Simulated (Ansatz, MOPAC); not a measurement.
System: Ge₂H, charge -1, multiplicity 1. SMILES: [Ge-]#[GeH]

Atoms: Ge1, Ge2, H3. Bonds: Ge1-Ge2, Ge2-H3.

Bond lengths (Å) and angles (degrees) optimised at AM1 with MOPAC; PM7 with MOPAC; MNDO with MOPAC; B3LYP/LANL2DZ with Ansatz (a quantum-chemistry and plane-wave program), each started from the B3LYP-D3(BJ)/def2-TZVP structure (Ansatz) of the last column. A row stands for all coordinates that are equal there. No wavenumbers were computed at MNDO, B3LYP/LANL2DZ, so these may be saddle points.

```json
[
 {"coordinate": "Ge1-Ge2", "AM1": "1.996", "PM7": "2.289", "MNDO": "2.075", "B3LYP/LANL2DZ": "2.245", "B3LYP-D3(BJ)/def2-TZVP": "2.183"},
 {"coordinate": "Ge2-H3", "AM1": "1.531", "PM7": "1.458", "MNDO": "1.517", "B3LYP/LANL2DZ": "1.577", "B3LYP-D3(BJ)/def2-TZVP": "1.566"},
 {"coordinate": "Ge1-Ge2-H3", "AM1": "180.0", "PM7": "180.0", "MNDO": "180.0", "B3LYP/LANL2DZ": "180.0", "B3LYP-D3(BJ)/def2-TZVP": "180.0"}
]
```

Mean signed difference of all 2 bond lengths from B3LYP-D3(BJ)/def2-TZVP: AM1 -0.111 Å, PM7 -0.001 Å, MNDO -0.079 Å, B3LYP/LANL2DZ 0.036 Å.
